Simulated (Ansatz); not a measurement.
`C[Se][GeH3]` + `[OH][GeH3]` → `[GeH3][O][GeH3]` + `C[SeH]` at 298.15 K and 1 bar (ligand exchange at a Ge–Se bond).

Calculated with Ansatz (gas phase, PBE0-D4/def2-TZVP geometries, no zero-point term in ΔE). CBS: MP2 limit from def2 TZ/QZ plus the TZ coupled-cluster correction, frozen cores. For Ge, Se outer-core shells are correlated without core-valence functions, which leaves a few kJ/mol of doubt a bond. Scalar relativity is left out up to krypton.

```csv
species,CCSD(T)/CBS energy (Eh),H − E (kJ/mol),S (J/(mol·K))
`C[Se][GeH3]`,-4518.49012,179.4,340.6
`[OH][GeH3]`,-2153.69723,109.3,272.0
`[GeH3][O][GeH3]`,-4231.02116,152.7,349.7
`C[SeH]`,-2441.15625,129.5,267.5
```

H − E and S are ideal-gas, rigid-rotor, harmonic terms from PBE0-D4/def2-TZVP. 1 Eh = 2625.50 kJ/mol, R = 8.31446 J/(mol·K).

By hand: ΔE, ΔH, ΔS and ΔG.

ΔE = (-4231.02116) + (-2441.15625) − (-4518.49012) − (-2153.69723) = 0.00994 Eh = 26.1 kJ/mol. Δ(H − E) = 152.7 + 129.5 − 179.4 − 109.3 = -6.5, so ΔH = 19.6 kJ/mol. ΔS = 349.7 + 267.5 − 340.6 − 272.0 = 4.6 J/(mol·K). ΔG = 19.6 − 298.15 × (4.6)/1000 = 18.2 kJ/mol.

By hand: the equilibrium constant, and the temperature at which ΔG would vanish if ΔH and ΔS stayed fixed.

log₁₀ K = −ΔG/(RT ln 10) = -3.2. ΔG = 0 at ΔH/ΔS = 4261 K, far beyond where these terms or the molecules hold.

The number of gas molecules stays the same, so ΔS is small and ΔH decides. A doubt of 5 kJ/mol in ΔE shifts log₁₀ K by 0.9 here. Modes under 60 cm⁻¹, often nearly free rotors, make the harmonic entropy too high. These are equilibria of isolated gas molecules and say nothing of rates. Largest T1 diagnostic: 0.012 (customary marks: 0.02 for closed shells, 0.045 for open ones).
